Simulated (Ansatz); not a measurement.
Geometry optimisation, RKS B3LYP-D4/def2-SVP (Ansatz).

The input (input.yaml):

```yaml
crystal:
  periodic: [false, false, false]
  atoms:
    - { symbol: B, position_ang: [-0.296289, 0.237316, -0.305493] }
    - { symbol: "N", position_ang: [0.264595, -0.138424, 2.360037] }
    - { symbol: H, position_ang: [-0.236203, -0.307666, 3.2338] }
    - { symbol: H, position_ang: [1.258443, -0.11029, 2.592783] }
    - { symbol: O, position_ang: [1.017227, 0.215247, -0.647266] }
    - { symbol: H, position_ang: [1.310242, -0.668914, -0.89472] }
    - { symbol: H, position_ang: [-1.010451, -0.724539, -0.460068] }
    - { symbol: O, position_ang: [-0.843434, 1.439642, 0.110302] }
    - { symbol: Al, position_ang: [-1.892172, 2.761375, -0.078896] }
    - { symbol: H, position_ang: [-2.590501, 3.002591, -1.473872] }
    - { symbol: H, position_ang: [-2.100544, 3.683393, 1.184163] }
    - { symbol: H, position_ang: [0.014587, 0.822767, 2.056032] }
basis:
  gaussian: { orbitals: def2-SVP }
hamiltonian:
  xc: b3lyp
  dispersion: d4
relax:
  f_tol: 0.03
  max_steps: 50
```

Launched with:

```bash
$ ansatz run input.yaml --threads 4 --pin off --max-ram 5120MiB --backend cpu --events-out ev --progress --plain --runs-dir out
```

**Question.** Where does it end, and by what steps?

**Answer.** It converged. The force dipped under the threshold on the way, but the program's further checks kept it going. After 41 steps the energy has fallen by 0.083 eV; H4 moved furthest, 0.98 Å.

```csv
step,energy less start (eV),largest force component (eV/Å),accepted
0,0.0000,0.735,yes
2,-0.0164,0.579,yes
4,-0.0440,0.332,yes
6,-0.0523,0.120,yes
8,-0.0561,0.331,no
10,-0.0631,0.107,yes
12,-0.0654,0.132,yes
14,-0.0665,0.148,no
16,-0.0673,0.114,yes
18,-0.0682,0.039,yes
20,-0.0693,0.033,yes
22,-0.0700,0.048,yes
24,-0.0699,0.234,no
26,-0.0719,0.125,yes
28,-0.0730,0.201,yes
30,-0.0741,0.116,yes
32,-0.0780,0.090,yes
34,-0.0799,0.098,yes
36,-0.0807,0.151,no
38,-0.0817,0.026,yes
40,-0.0803,0.220,no
41,-0.0833,0.029,yes
```

```xyz
12
Properties=species:S:1:pos:R:3
B -0.340 0.030 -0.493
N -0.022 0.269 2.336
H 0.163 -0.366 3.114
H 0.884 0.494 1.921
O 1.029 0.065 -0.571
H 1.403 -0.823 -0.596
H -0.931 -1.029 -0.510
O -1.016 1.198 -0.522
Al -1.753 2.650 -0.052
H -2.502 3.486 -1.160
H -1.651 3.100 1.461
H -0.370 1.137 2.748
```

Whether the end is a true minimum wasn't checked by a vibrational analysis.

Time of the run: 59 s on 4 threads of Arm Neoverse V2, on a shared host, peak memory 0.23 GiB.
